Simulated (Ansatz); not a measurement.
Relaxation of ClF3H4NOTa (11 atoms, charge 0, multiplicity 1), to a largest force component of 0.03 eV/Å in at most 50 steps.

Computed with RKS B3LYP-D4/def2-SVP (Ansatz 0.2.0).

```xyz
11
Properties=species:S:1:pos:R:3
Ta -0.179 0.082 0.079
F 1.712 0.178 0.407
Cl -0.614 0.412 2.359
F 0.233 -0.567 -1.654
F -0.928 1.685 -0.520
N -1.556 -1.323 0.074
H -2.051 -1.661 0.896
H -1.644 -1.971 -0.708
O 1.477 -2.492 1.041
H 1.741 -3.042 0.289
H 2.165 -1.787 1.067
```

Problem. Where does it end, and by what steps?

Solution. The run converged. After 16 steps the energy has fallen by 0.498 eV; H10 moved furthest, 0.70 Å. Joined: Ta1–O9 (3.21 → 2.30 Å).

| step | energy less start (eV) | largest force component (eV/Å) | accepted |
| --- | --- | --- | --- |
| 0 | 0.0000 | 0.764 | yes |
| 1 | -0.0540 | 1.298 | yes |
| 2 | -0.1948 | 1.484 | yes |
| 3 | -0.3505 | 1.085 | yes |
| 4 | -0.3747 | 1.508 | yes |
| 5 | -0.4713 | 1.040 | yes |
| 6 | -0.4639 | 0.410 | no |
| 7 | -0.4934 | 0.092 | yes |
| 8 | -0.4947 | 0.079 | yes |
| 9 | -0.4954 | 0.050 | yes |
| 10 | -0.4963 | 0.035 | yes |
| 11 | -0.4961 | 0.260 | no |
| 12 | -0.4968 | 0.031 | yes |
| 13 | -0.4972 | 0.133 | yes |
| 14 | -0.4975 | 0.072 | yes |
| 15 | -0.4975 | 0.052 | yes |
| 16 | -0.4976 | 0.018 | yes |

```xyz
11
Properties=species:S:1:pos:R:3
Ta 0.008 -0.128 0.180
F 1.825 0.479 0.419
Cl -0.540 0.179 2.451
F 0.458 -0.805 -1.542
F -0.743 1.465 -0.453
N -1.478 -1.459 0.080
H -2.099 -1.714 0.844
H -1.660 -2.041 -0.737
O 1.266 -1.933 0.850
H 1.105 -2.801 0.454
H 2.214 -1.729 0.784
```

Whether the end is a true minimum wasn't checked by a vibrational analysis.

Run time: 64 s on 4 threads of Arm Neoverse V1, on a shared host, peak memory 0.43 GiB.
